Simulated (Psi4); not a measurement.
C2H13Ge2NSi, singlet, at a GFN2-xTB geometry; Psi4 1.11 with PBE0/6-31G**.

The Psi4 input:
```
memory 2 GB

molecule mol {
0 1
Si   -0.343857    0.097757    0.527354
Ge    0.484546    2.018387   -0.512553
Ge    1.229445   -1.624369    0.648368
N    -1.671370   -0.469502   -0.401869
C    -2.192975   -1.799799   -0.222160
C    -2.656329    0.441096   -0.926049
H    -0.692397    0.470652    1.921342
H    -0.172828    3.299345   -0.078247
H     1.935055    2.280989   -0.234426
H     0.405392    2.098986   -2.009948
H     1.006663   -2.601366    1.769763
H     1.383957   -2.522253   -0.545239
H     2.629564   -1.147934    0.899005
H    -3.013367   -1.819383    0.504879
H    -2.571040   -2.183135   -1.173746
H    -1.402514   -2.461462    0.130976
H    -2.205119    1.419708   -1.087471
H    -3.505259    0.558360   -0.242272
H    -3.036397    0.069051   -1.881314
}

set {
  basis 6-31g**
  reference rks
}

energy('pbe0')
print_variables()
```

Output, abridged:

```
   => Loading Basis Set <=

    Name: 6-31G**
    Role: ORBITAL
    Keyword: BASIS

         ---------------------------------------------------------
                                   SCF
               by Justin Turney, Rob Parrish, Andy Simmonett
                          and Daniel G. A. Smith
                              RKS Reference
         ---------------------------------------------------------

  ==> Geometry <==

    Molecular point group: c1
    Full point group: C1

    Geometry (in Angstrom), charge = 0, multiplicity = 1:

       Center              X                  Y                   Z               Mass
    ------------   -----------------  -----------------  -----------------  -----------------
         SI          -0.459197890565     0.069447962269     0.512613904866    27.976926534650
         GE           0.369205109435     1.990077962269    -0.527293095134    73.921177761000
         GE           1.114104109435    -1.652678037731     0.633627904866    73.921177761000
         N           -1.786710890565    -0.497811037731    -0.416609095134    14.003074004430
         C           -2.308315890565    -1.828108037731    -0.236900095134    12.000000000000
         C           -2.771669890565     0.412786962269    -0.940789095134    12.000000000000
         H           -0.807737890565     0.442342962269     1.906601904866     1.007825032230
         H           -0.288168890565     3.271035962269    -0.092987095134     1.007825032230
         H            1.819714109435     2.252679962269    -0.249166095134     1.007825032230
         H            0.290051109435     2.070676962269    -2.024688095134     1.007825032230
         H            0.891322109435    -2.629675037731     1.755022904866     1.007825032230
         H            1.268616109435    -2.550562037731    -0.559979095134     1.007825032230
         H            2.514223109435    -1.176243037731     0.884264904866     1.007825032230
         H           -3.128707890565    -1.847692037731     0.490138904866     1.007825032230
         H           -2.686380890565    -2.211444037731    -1.188486095134     1.007825032230
         H           -1.517854890565    -2.489771037731     0.116235904866     1.007825032230
         H           -2.320459890565     1.391398962269    -1.102211095134     1.007825032230
         H           -3.620599890565     0.530050962269    -0.257012095134     1.007825032230
[...]
   @DF-RKS iter   4: -4580.59283628529738   -1.40996e-01   1.49432e-03 DIIS/ADIIS
   @DF-RKS iter   5: -4580.63416230396251   -4.13260e-02   3.05743e-04 DIIS/ADIIS
   @DF-RKS iter   6: -4580.63517722194320   -1.01492e-03   1.23764e-04 DIIS/ADIIS
   @DF-RKS iter   7: -4580.63543048713927   -2.53265e-04   8.64372e-06 DIIS
   @DF-RKS iter   8: -4580.63543219481471   -1.70768e-06   2.15716e-06 DIIS
   @DF-RKS iter   9: -4580.63543230625692   -1.11442e-07   6.62681e-07 DIIS
  Energy and wave function converged.

  ==> Post-Iterations <==

   Electrons on quadrature grid:
      Ntotal   =  109.9998822620 ; deviation = -1.177e-04

    Orbital Energies [Eh]
    ---------------------

    Doubly Occupied:

[...]
      55A     -0.232305

    Virtual:

[...]
    Final Occupation by Irrep:
              A
    DOCC [    55 ]
    NA   [    55 ]
    NB   [    55 ]

  @DF-RKS Final Energy: -4580.63543230625692

   => Energetics <=

    Nuclear Repulsion Energy =            859.9400571687521051
    One-Electron Energy =               -8089.9667251768669303
    Two-Electron Energy =                2801.0261920956522772
    DFT Exchange-Correlation Energy =    -151.6349563937934022
    Empirical Dispersion Energy =           0.0000000000000000
    VV10 Nonlocal Energy =                  0.0000000000000000
    Total Energy =                      -4580.6354323062560070

Computation Completed

Properties will be evaluated at   0.000000,   0.000000,   0.000000 [a0]

Properties computed using the SCF density matrix

 Multipole Moments:

 ------------------------------------------------------------------------------------
     Multipole            Electronic (a.u.)      Nuclear  (a.u.)        Total (a.u.)
 ------------------------------------------------------------------------------------

 L = 1.  Multiply by 2.5417464519 to convert [e a0] to [Debye]
 Dipole X            :         23.3339823          -23.9758775           -0.6418951
 Dipole Y            :          5.7341773           -5.8845961           -0.1504188
 Dipole Z            :          3.0075914           -3.0640198           -0.0564284
 Magnitude           :                                                    0.6616943

 ------------------------------------------------------------------------------------

  Variable Map:
  ----------------------------------------------------------------------------
[...]
  Array Variable Map:
  ----------------------------------------------------------------------------
[...]
[...]
```
